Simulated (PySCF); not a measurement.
# Quadrupolar nuclei of `C=P1(c2ccncc2)CC1` in NMR

Compound: C8H10NP.
Z-matrix (Å and degrees, GFN2-xTB geometry), rows numbered from 1:
```
C 
P   1  1.7211
C   2  1.8593  1  136.82
C   3  1.3902  2  120.43  1   -86.95
C   4  1.3856  3  118.23  2   173.96
N   5  1.3221  4  123.38  3    -1.22
C   6  1.3222  5  118.21  4    -0.17
C   7  1.3855  6  123.40  5     0.16
C   2  1.8074  1  114.56  3  -151.80
C   9  1.5365  2   64.83  1  -102.44
H   1  1.0928  2  109.38  3   -60.70
H   1  1.0929  2  109.33  3    58.66
H   4  1.0815  3  120.34  2    -7.02
H   5  1.0827  4  121.05  3   178.92
H   7  1.0825  6  115.53  5  -179.66
H   8  1.0813  3  120.38  2     7.05
H   9  1.0814  2  115.73 10   108.53
H   9  1.0820  2  119.70 10  -107.75
H  10  1.0815  2  115.69  9  -108.60
H  10  1.0821  2  119.62  9   107.80
```

Computed at PBE0/pcSseg-1 (PySCF, non-relativistic):

```json
{"atom": "N6", "environment": "pyridine-type nitrogen", "nucleus": "14N", "spin I": "1", "Q (b)": "0.02044", "CQ = χzz (MHz)": "-5.589", "η": "0.406"}
```

Question: Work back to Vxx, Vyy and Vzz; CQ/MHz = 234.96 (Q/b)(Vzz/au).

Answer: The tensor is traceless, so η fixes the two smaller values:

| atom | Vxx (au) | Vyy (au) | Vzz (au) | Vzz (10²¹ V/m²) |
| --- | --- | --- | --- | --- |
| N6 | 0.346 | 0.818 | -1.164 | -11.31 |

Question: Give the quadrupolar product PQ = |CQ|√(1 + η²/3), the quadrupolar frequency νQ = 3|CQ|/[2I(2I − 1)] and the Larmor frequency ν0 = |g| × 7.62259 MHz/T × B at 16.45 T, with g(14N) = 0.40376.

Answer: 
```
atom  PQ (MHz)  νQ (MHz)  ν0 (MHz)  νQ/ν0
  N6     5.740     8.383     50.63  0.166
```

For N6: PQ = 5.589 × 1.0271, νQ = 5.589 × 1.5000, ν0 = 3.0777 MHz/T × 16.45 T.

Question: Quadrupolar 1/T1 and linewidth for τc = 20 ps (extreme narrowing, isotropic tumbling)?

Answer: 1/T1 = 1/T2 = (3π²/10)(2I + 3)/[I²(2I − 1)] × PQ² × τc; the width is 1/(πT2).

| site | spin factor (2I + 3)/[I²(2I − 1)] | 1/T1 (s⁻¹) | T1 (ms) | linewidth (Hz) |
| --- | --- | --- | --- | --- |
| 14N at N6 | 5.000 | 9760 | 0.103 | 3110 |

Solvent, lattice and vibrations would change these gradients. The structure is a single GFN2-xTB conformer in the gas phase; no vibrational or solvent corrections. GFN2-xTB bond lengths can be off by several hundredths of an ångström, more for odd bonds, and the gradients follow them. A larger basis could move these couplings by a tenth or more.
